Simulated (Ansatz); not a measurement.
C$_{2}$H$_{8}$AlNS. The species carries charge 0 and has multiplicity 1. The bonds changed during the relaxation, so this is another structure than the one it started from. All single points use the PBE0-D4/def2-TZVP geometry. It is one conformer, not always the lowest.

```xyz
13

N    -0.893   -1.717   -1.066
C     0.297   -1.062   -0.620
S     0.085   -0.566    1.130
C     1.096    0.980    1.149
Al   -0.684    1.677    0.707
H    -1.612   -1.051   -1.315
H    -0.714   -2.327   -1.851
H     1.137   -1.758   -0.655
H     0.574   -0.148   -1.161
H     1.456    1.108    2.169
H     1.940    0.878    0.470
H    -1.117    1.695   -0.826
H    -1.566    2.291    1.870
```

**Question.** What is the dipole moment at ωB97M-V/def2-TZVPP? (An estimate is asked.)

**Answer.** The calculation gave: 2.96 D, with components (1.76, -1.13, -2.10) D in this frame, pointing from negative to positive charge.

**Question.** And with PBE, r2SCAN, B3LYP? (Estimate.)

**Answer.** The calculation gave: PBE 3.04 D, r2SCAN 3.09 D, B3LYP 2.98 D.

**Question.** Give the Mulliken charges with ωB97M-V, PBE, r2SCAN in def2-TZVPP. (Estimate.)

**Answer.** The calculation gave: 
```tsv
atom	ωB97M-V	PBE	r2SCAN
N1	-0.27	-0.32	-0.36
C2	-0.18	-0.09	0.02
S3	0.04	-0.01	-0.03
C4	-0.44	-0.32	-0.33
Al5	0.31	0.27	0.41
H6	0.13	0.16	0.16
H7	0.11	0.15	0.15
H8	0.15	0.12	0.08
H9	0.17	0.13	0.10
H10	0.13	0.10	0.08
H11	0.12	0.10	0.08
H12	-0.15	-0.16	-0.20
H13	-0.12	-0.13	-0.17
```

B3LYP here is the variant with VWN-RPA as its local correlation; programs differ in this.

Computed with Ansatz.
